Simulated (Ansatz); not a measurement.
Correlation energies of `[AlH2][C]1=C[CH]1[InH2]` by basis set

| atom | x (Å) | y (Å) | z (Å) |
| --- | --- | --- | --- |
| Al1 | 0.187 | 2.315 | 0.767 |
| C2 | 0.098 | 0.405 | 0.791 |
| C3 | 0.568 | -0.734 | 1.202 |
| C4 | -0.552 | -0.919 | 0.254 |
| In5 | -0.275 | -1.486 | -1.798 |
| H6 | 1.254 | 3.042 | 1.684 |
| H7 | -0.805 | 3.121 | -0.170 |
| H8 | 1.287 | -1.250 | 1.820 |
| H9 | -1.512 | -1.191 | 0.697 |
| H10 | 1.157 | -0.862 | -2.555 |
| H11 | -1.406 | -2.441 | -2.691 |

Charge 0, multiplicity 1. Correlated methods include outer-core shells of In, which these sets cover unevenly. In takes the def2 core potential. Geometry: relaxed with PBE0-D4/def2-TZVP. Frozen core, restricted reference, the Gaussian-basis code of Ansatz.

```json
{"basis": "def2-SVP", "HF (Eh)": "?", "MP2 corr.": "-0.55112", "CCSD corr.": "?", "(T)": "?", "CCSD(T) total": "?"}
{"basis": "def2-TZVPP", "HF (Eh)": "-548.12991", "MP2 corr.": "-0.85025", "CCSD corr.": "?", "(T)": "-0.03791", "CCSD(T) total": "?"}
{"basis": "def2-QZVPP", "HF (Eh)": "-548.14336", "MP2 corr.": "-1.07352", "CCSD corr.": "–", "(T)": "–", "CCSD(T) total": "–"}
```

Problem. Fill in the withheld values. (Estimate.)

Solution. The calculation gave: def2-SVP HF (Eh): -547.91073; def2-SVP CCSD corr.: -0.60040; def2-SVP (T): -0.02395; def2-SVP CCSD(T) total: -548.53508; def2-TZVPP CCSD corr.: -0.88082; def2-TZVPP CCSD(T) total: -549.04864.
